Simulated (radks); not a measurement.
Q: The silver ion Ag+, [Kr] 4d10. Method: non-relativistic Kohn-Sham, exchange-only PBE, spin-polarised, spherical densities, point nucleus; computed with a radial shooting solver on a logarithmic mesh with Libxc functionals. Every spin shell is full or empty, so the densities are truly spherical. Functionals are evaluated on that one density, not self-consistently. Rank these exchange functionals by their error against the exact value of the orbitals, and give that value: LDA, B88, RPBE, WC, AM05, G96, EV93, APBE, revTPSS, MVS.

A: Exact: -143.697 hartree. From best to worst, with 100 (|E| - |E exact|)/|E exact| (equal figures are ties): B88 +0.05, MVS +0.09, RPBE -0.20, EV93 -0.23, APBE +0.35, G96 +0.36, WC -0.86, revTPSS -0.88, AM05 -4.60, LDA -4.95.
